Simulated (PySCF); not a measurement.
A geometry optimisation on aluminum triethanolate, `CC[O][Al]([O]CC)[O]CC`.

Computed with PBE0-D3(BJ)/def2-SVP geometry optimisation, gas phase (PySCF 2.14.0). Start geometry: GFN2-xTB. The input is one job of a driver script: a line of settings, then coordinates in Å.

Input:
```
{"job": {"xc": "PBE0", "basis": "def2-SVP", "d3": "d3bj", "grid": 1, "kind": "geom"}, "charge": 0, "multiplicity": 1}
C      3.248529    -0.925928    -0.292798
C      2.810606     0.518690    -0.476789
O      1.452373     0.703516    -0.209787
Al     0.017771     0.020340     0.275837
O     -0.030555    -1.582778     0.710255
C     -0.808398    -2.667453     1.120584
C     -2.287291    -2.322816     1.201496
O     -1.367084     0.936082     0.330665
C     -1.980173     2.172483     0.118063
C     -0.997862     3.235592    -0.348358
H      3.038365    -1.239731     0.726687
H      2.683552    -1.563732    -0.968148
H      4.311292    -1.031310    -0.496679
H      3.384013     1.170086     0.195967
H      3.000512     0.836415    -1.510896
H     -0.654638    -3.485500     0.404009
H     -0.448774    -2.996387     2.104636
H     -2.431125    -1.518132     1.918147
H     -2.867534    -3.190983     1.504962
H     -2.630288    -1.977150     0.229105
H     -2.450670     2.486478     1.059363
H     -2.768943     2.037776    -0.634012
H     -0.522145     2.907265    -1.269324
H     -0.225179     3.369465     0.404836
H     -1.509160     4.180147    -0.517977
```

Output:
```
step   0  E = -704.85929088  max force = 0.015517
step   1  E = -704.86274722  max force = 0.005336
step   2  E = -704.86289357  max force = 0.001108
step   3  E = -704.86292262  max force = 0.000704
step   4  E = -704.86296397  max force = 0.001464
step   5  E = -704.86306429  max force = 0.003497
step   6  E = -704.86303200  max force = 0.006473
step   7  E = -704.86330080  max force = 0.003753
step   8  E = -704.86349001  max force = 0.002917
step   9  E = -704.86429756  max force = 0.002916
step  10  E = -704.86457762  max force = 0.004506
step  11  E = -704.86476271  max force = 0.003669
step  12  E = -704.86501498  max force = 0.002741
step  13  E = -704.86523135  max force = 0.003473
step  14  E = -704.86550018  max force = 0.003126
step  15  E = -704.86564493  max force = 0.002021
step  16  E = -704.86569564  max force = 0.001961
step  17  E = -704.86578475  max force = 0.001782
step  18  E = -704.86594836  max force = 0.001849
step  19  E = -704.86598471  max force = 0.001135
step  20  E = -704.86604206  max force = 0.000601
step  21  E = -704.86605801  max force = 0.000623
step  22  E = -704.86607683  max force = 0.000488
step  23  E = -704.86609042  max force = 0.000257
optimisation converged
```

Energies in Eh; «max force» is the largest Cartesian gradient component in Eh/bohr.

Give the first gradient maximum in eV/Å.

With 1 Eh/bohr = 51.422 eV/Å, 0.798 eV/Å.

At which steps does the energy rise by more than 1e-5 Eh?

At step 6 (+0.03 mEh).

In short: final energy -704.86609 Eh after 23 steps; dipole 0.42 D.

Give the final coordinates.

1.131 Å rms from the input after alignment:
```
atom  x, y, z in Å
C1     2.8428   -0.7218   -0.6775
C2     2.8703    0.3795    0.3641
O3     1.5963    0.8888    0.6294
Al4    0.1186    0.1966    1.0822
O5     0.0526   -1.4360    1.5245
C6    -0.9737   -2.3355    1.8248
C7    -2.0312   -2.3873    0.7398
O8    -1.2884    1.1364    1.0839
C9    -1.6147    2.4297    0.6689
C10   -1.1685    2.7107   -0.7525
H11    2.2284   -1.5668   -0.3265
H12    2.4138   -0.3480   -1.6209
H13    3.8558   -1.0982   -0.8889
H14    3.3365   -0.0026    1.2927
H15    3.5085    1.2106    0.0139
H16   -0.5265   -3.3366    1.9603
H17   -1.4479   -2.0726    2.7900
H18   -2.4982   -1.3977    0.6093
H19   -2.8221   -3.1121    0.9879
H20   -1.5824   -2.6882   -0.2204
H21   -1.1660    3.1779    1.3504
H22   -2.7098    2.5528    0.7498
H23   -1.6381    2.0003   -1.4515
H24   -0.0745    2.6103   -0.8389
H25   -1.4462    3.7298   -1.0637
```

Estimate the wall time. Hardware: Arm Neoverse V1, one thread, shared host.

About 12 min.
Labels such as C1 count atoms from 1, the log's own numbers from 0.
